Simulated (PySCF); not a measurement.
## Kr(24+): ionisation energy

Kr(24+) [Ne] 3s2 → Kr(25+) [Ne] 3s1 [3s1/2^1, M_J = 1/2], as a difference of total energies. Calculation: PySCF 2.14, in an even-tempered Gaussian basis (19 s from 3.2 bohr⁻², ratio 2.4; 13 p from 4.2 bohr⁻², ratio 2.4; 5 d from 14 bohr⁻², ratio 2.6; 4 f from 22 bohr⁻², ratio 2.6); the two-component X2C-1e Hamiltonian. Correlated levels: 1s2 frozen; the 52 highest virtual spinors dropped. "Screened" scales the spin-orbit matrix elements by Boettger's factors to mimic the two-electron term; Breit and QED terms are absent.

```csv
method,ionisation energy (eV)
GHF (screened spin-orbit),1150.0
GMP2 (screened spin-orbit),1152.9
```

Task: How much does correlation contribute at GMP2 (screened spin-orbit)?

Result: 1152.9 − (1150.0) = 2.9 eV, measured against GHF (screened spin-orbit).

Breit and QED terms and the two-electron picture change are absent.

For comparison: 1155 ± 1.6 eV (semi-empirical (NIST evaluation); NIST Atomic Spectra Database, ionization energies).
